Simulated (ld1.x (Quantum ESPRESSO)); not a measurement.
## Before and after: TM potential for lutetium (Lu)

```json
{"Element": "lutetium", "Generator": "ld1.x (Quantum ESPRESSO) 7.5", "Type": "norm-conserving Troullier–Martins (Kleinman–Bylander form)", "Functional": "LDA (PZ)", "Relativity": "scalar-relativistic", "Frozen core": "[Kr] 4d10 4f14", "Valence charge": "11", "Reference configuration": "5s2 5p6 5d1 6s2 6p0", "Partial waves": "5s (bound): rc 1.20 bohr; 5p (bound): rc 1.95 bohr; 5d (bound): rc 2.95 bohr", "Local potential": "all-electron potential smoothed inside 1.20 bohr (lloc = -2)", "Core correction": "none"}
```

Occupied shells without a wave of their own: 6s. They enter only through the test configuration that unscreens the potential.

Change: wave 5s (bound): rc 1.20 bohr becomes 5s (bound): rc 1.44 bohr.

Cutoffs: the cutoffs (Ry, on a coarse ladder) from which the occupation-weighted sum of valence levels, in a spherical-Bessel basis at the reference potential, stays within 10 and 1 mRy of its value at 400 Ry; they do not see the model core or the augmentation charge, which bear on the density cutoff. Errors are all-electron minus pseudo energies relative to the spin-unpolarised reference configuration.

**Question.** Predict the effect on cutoff, ghosts and configuration errors.

**Answer.** The potential gets softer (90 Ry and 160 Ry → 70 Ry and 120 Ry); of the 7 tests that both files solve, the error grows in 5 and shrinks in 2 by more than 15 % and 0.3 meV (median size 133.1 → 256.6 meV); neither file shows a bound ghost. A larger radius leaves more room for a smooth pseudo-wave, so fewer plane waves are needed.

| quantity | base | changed |
| --- | --- | --- |
| cutoff, loose | 90 Ry | 70 Ry |
| cutoff, tight | 160 Ry | 120 Ry |
| loose cutoff by channel (10 mRy a level) | s 80 Ry, p 15 Ry, d 15 Ry | s 60 Ry, p 15 Ry, d 15 Ry |
| bound ghosts | none | none |
| largest miss of a reference level, eV | 0.09 | 0.20 |
| error for 5s2 5p6 5d1 6s1 6p0, meV [ΔE 7.58 eV] | -122 | -257 |
| error for 5s2 5p6 5d1 6s0 6p0, meV [ΔE 21.15 eV] | -304 | -660 |
| error for 5s2 5p6 5d0 6s0 6p0, meV [ΔE 41.37 eV] | -470 | -979 |
| error for 5s2 5p6 5d1 6s1.5 6p0, meV [ΔE 3.08 eV] | -54 | -113 |
| error for 5s2 5p6 5d1 6s0 6p2, meV [ΔE 7.27 eV] | -133 | -383 |
| error for 5s2 5p6 5d0 6s2 6p0, meV [ΔE 5.49 eV] | -5.0 | -3.7 |
| error for 5s2 5p5 5d1 6s2 6p0, meV [ΔE 37.23 eV] | -252 | -211 |
| s: phases at 3.22 bohr within 0.05 rad from the reference energy up to (Ry; the scan ends near 5) | -0.5 | -0.6 |
| p: phases at 3.22 bohr within 0.05 rad from the reference energy up to (Ry; the scan ends near 5) | 0.1 | 0.1 |
| d: phases at 3.22 bohr within 0.05 rad from the reference energy up to (Ry; the scan ends near 5) | 1.7 | 1.7 |

Base: The 6s level has no wave, so the channel is fitted at the deeper level alone: the likely source of the large errors. Changed file: The 6s level has no wave, so the channel is fitted at the deeper level alone: the likely source of the large errors.
